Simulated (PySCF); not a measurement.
## A small calculation by hand: chemical shift, span and skew from a shielding tensor

C4H7FSi, SMILES C=C/C=C(\F)[SiH3]. Atoms are numbered in the order given.

```xyz
13

C      0.5150    -3.1673     0.0000
C     -0.1799    -2.0231     0.0000
C      0.4450    -0.6973     0.0000
C     -0.2319     0.4605     0.0000
F     -1.5892     0.4331     0.0000
Si     0.5026     2.1950     0.0000
H      1.6107    -3.1701     0.0000
H      0.0128    -4.1388     0.0000
H     -1.2744    -2.0446     0.0000
H      1.5383    -0.6404     0.0000
H      0.0520     2.9352    -1.2116
H      1.9856     2.0589     0.0000
H      0.0520     2.9352     1.2116
```
Charge 0, spin multiplicity 1.

Coordinates come from a ωB97X-D3(BJ)/def2-SVP optimisation. The structure was generated by enumeration; whether it is a known compound was not checked. The values are those of a single conformer.

GIAO shieldings from PBE/pcSseg-1 run with PySCF, non-relativistic, no solvent. The symmetric part of the tensor of C4 has the principal values -60.0, 32.5, 62.0 ppm. The same nucleus in TMS has σ = 182.0 ppm at this level (PySCF, at its B3LYP-D3(BJ)/def2-TZVP geometry).

Work out the isotropic shielding, the ¹³C shift against TMS, the span and the skew.


σ(iso) = (σ11 + σ22 + σ33)/3 = 11.5 ppm. δ = σ(ref) − σ(iso) = 182.0 − (11.5) = 170.5 ppm.
Span Ω = σ33 − σ11 = 122.0 ppm. Skew κ = 3(σ(iso) − σ22)/Ω = -0.52. Tumbling in solution averages the tensor to δ; in a static solid the shielding alone would spread this spin-1/2 line over Ω.
